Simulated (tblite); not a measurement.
Parent: `[SiH3:1][C:2]1([SiH3:3])[CH:4]=[CH:5][SiH2:6]1`, C3H10Si3.

Computed geometry: GFN2-xTB, gas phase. One conformer each, not checked by frequencies here.

| coordinate of the parent | value |
| --- | --- |
| Si1–C2 | 1.899 Å |
| C2–Si3 | 1.900 Å |
| C2–C4 | 1.501 Å |
| C4=C5 | 1.338 Å |
| C5–Si6 | 1.879 Å |
| C2–Si6 | 1.953 Å |
| Si1–C2–Si3 | 112.0° |
| Si1–C2–C4 | 111.8° |
| Si1–C2–Si6 | 116.4° |
| Si3–C2–C4 | 111.7° |
| Si3–C2–Si6 | 116.2° |
| C4–C2–Si6 | 86.2° |
| C2–C4–C5 | 106.7° |
| C4–C5–Si6 | 94.1° |
| C2–Si6–C5 | 73.0° |

**Question.** How does the shared frame change in `[NH2:1][C:2](=[O:3])[C:4]1=[CH:5][SiH2:6][C:7]1([SiH3:8])[SiH3:9]` with H–N1–C2–O3 180° and 1°, N1–C2–C4–C5 33°, C4H11NOSi3? Atoms pair as Si1 = Si8, C2 = C7, Si3 = Si9, C4 = C4, C5 = C5, Si6 = Si6 (parent first).

**Answer.** 
```json
{"parent": "Si1–C2", "relative": "Si8–C7", "value in the relative": "1.898 Å", "change": "-0.001"}
{"parent": "C2–Si3", "relative": "C7–Si9", "value in the relative": "1.912 Å", "change": "+0.012"}
{"parent": "C2–C4", "relative": "C7–C4", "value in the relative": "1.495 Å", "change": "-0.006"}
{"parent": "C4=C5", "relative": "C4=C5", "value in the relative": "1.346 Å", "change": "+0.008"}
{"parent": "C5–Si6", "relative": "C5–Si6", "value in the relative": "1.887 Å", "change": "+0.008"}
{"parent": "C2–Si6", "relative": "C7–Si6", "value in the relative": "1.942 Å", "change": "-0.011"}
{"parent": "Si1–C2–Si3", "relative": "Si8–C7–Si9", "value in the relative": "110.8°", "change": "-1.2"}
{"parent": "Si1–C2–C4", "relative": "Si8–C7–C4", "value in the relative": "111.2°", "change": "-0.6"}
{"parent": "Si1–C2–Si6", "relative": "Si8–C7–Si6", "value in the relative": "116.1°", "change": "-0.3"}
{"parent": "Si3–C2–C4", "relative": "Si9–C7–C4", "value in the relative": "109.5°", "change": "-2.2"}
{"parent": "Si3–C2–Si6", "relative": "Si9–C7–Si6", "value in the relative": "120.0°", "change": "+3.8"}
{"parent": "C4–C2–Si6", "relative": "C4–C7–Si6", "value in the relative": "86.2°", "change": "0.0"}
{"parent": "C2–C4–C5", "relative": "C7–C4–C5", "value in the relative": "107.3°", "change": "+0.6"}
{"parent": "C4–C5–Si6", "relative": "C4–C5–Si6", "value in the relative": "92.8°", "change": "-1.3"}
{"parent": "C2–Si6–C5", "relative": "C7–Si6–C5", "value in the relative": "73.5°", "change": "+0.5"}
```

Of the parent's bonds, C2–Si3 and C2–Si6 change most and about equally (-0.011 to +0.012 Å). Bonds of the relative outside the shared frame: N1–C2 1.352, C2=O3 1.221, C2–C4 1.466 Å. Point group Cs → C1.
